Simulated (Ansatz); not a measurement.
C$_{3}$H$_{6}$Si (`C=C1C[SiH2]1`). Charge 0, multiplicity 1.

```xyz
10

C     0.379   -1.261    1.185
C     0.107   -0.278    0.347
C    -0.292   -0.147   -1.101
Si   -0.109    1.455   -0.157
H     0.342   -2.303    0.875
H     0.650   -1.066    2.217
H    -1.288   -0.498   -1.368
H     0.459   -0.417   -1.843
H     1.072    2.311   -0.402
H    -1.320    2.202    0.248
```

Problem. Give the diagnostics of a CCSD(T)/def2-TZVPP run (frozen core, Ansatz 0.2.0). (Best estimate.)

Solution. Ansatz gave: T1 = 0.0122, largest single amplitude 0.022, largest double 0.091, (T) share of the correlation energy 4.5 %, 9 CCSD cycles. The RHF solution is unstable towards an unrestricted one. T1 lies under the customary mark of 0.02 for closed shells.
